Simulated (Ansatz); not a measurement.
Energy profile

The step: GeSiH₆ ([SiH3][GeH3]) + H₂ → GeSiH₄ ([SiH2][GeH2]) + H₂ + H₂; bonds formed: H4–H7, H6–H9; bonds broken: Ge1–H4, Si2–H9, H6–H7 (atoms numbered as in the saddle structure below).

```xyz
10
angstrom
Ge -0.0882 0.4778 -1.3300
Si 1.1857 -0.7327 0.0457
H -1.2137 -0.1203 -2.1717
H -1.3817 0.7629 0.2456
H 0.0763 1.9866 -1.5003
H -0.7848 -0.1266 1.8702
H -1.4791 0.5519 1.0719
H 2.4852 -0.1323 0.4241
H -0.0365 -0.4791 1.5649
H 1.2368 -2.1883 -0.2203
```

Electronic energies by CCSD(T) at an estimated basis limit (MP2 extrapolated from triple and quadruple zeta, plus CCSD(T) − MP2 in triple zeta), on PBE0-D4/def2-TZVP structures; GeSiH$_{8}$, closed shell; no counterpoise correction. Computed with Ansatz 0.2.0 (basis: def2-TZVPP and def2-QZVPP); correlated methods freeze the cores. Filled d shells of the heavier atoms are correlated. The def2 sets are not built for correlating such inner shells, so the correlated values are less sure here. Extrapolation: Hartree–Fock as exp(−7.88 √X), correlation as X^−2.97.

(1) Give the profile in eV, counted from the separated reactants. (An estimate is asked for; the value comes from the calculation.)

The T1 diagnostic stays at or below 0.016. The restricted Hartree–Fock reference is unstable towards an unrestricted one at one or more of these structures. A large double-excitation amplitude points to some diradical character; no triplet was computed.

Results:

(1) Computed:
| point | eV |
| --- | --- |
| separated: GeSiH$_{6}$ (linked as [SiH3][GeH3]; Ge1, Si2, H3, H4, H5, H8, H9, H10; singlet) + H$_{2}$ (H6, H7; singlet) | 0.000 |
| start structure | -0.024 |
| saddle | 3.185 |
| end structure | 1.996 |
| separated: GeSiH$_{4}$ (linked as [SiH2][GeH2]; Ge1, Si2, H3, H5, H8, H10; singlet) + H$_{2}$ (H4, H7; singlet) + H$_{2}$ (H6, H9; singlet) | 2.014 |

For scale, one of the runs: CCSD(T)/def2-TZVPP, 202 basis functions, launched by `ansatz run in.yaml --threads 4 --pin off --events-out ev --progress --plain --max-ram 9574MiB`. Time: 60 s of wall clock on 4 CPU threads of an AMD EPYC; the host was shared. Peak host memory: 2.4 GiB.
